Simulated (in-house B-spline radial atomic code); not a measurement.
A fraction x of an electron is removed from 3p in the chromium ion Cr⁺, starting from [Ar] 3d5 and keeping the highest spin. Computed with a radial B-spline atomic code at the basis-set limit: non-relativistic BLYP, spin-polarised, spherical fractional occupations, point nucleus.

| x | E(x) - E(0) (eV) | 3p down level (eV) |
| --- | --- | --- |
| 0 | 0.0000 | -48.730 |
| 0.02 | 0.9770 | -48.970 |
| 0.13 | 6.4378 | -50.327 |
| 0.3 | 15.1792 | -52.534 |
| 0.44 | 22.6665 | -54.441 |
| 0.5 | ? | ? |
| 0.61 | 32.1252 | -56.854 |
| 0.71 | 37.8836 | -58.319 |
| 0.85 | 46.1948 | -60.422 |
| 0.92 | ? | ? |
| 1 | 55.4309 | -62.736 |

(1) What belongs in the row x = 0.5?

(2) What belongs in the row x = 0.92?

(3) Check Janak's theorem between x = 0.02 and 0.13.

Results:

(1) An energy change of 25.9581 eV; 3p down at -55.281 eV.

(2) An energy change of 50.4618 eV; 3p down at -61.494 eV.

(3) The slope of the energy is 49.64 eV; the orbital levels give 49.65 eV (-ε of the emptying orbital, averaged over the two points).
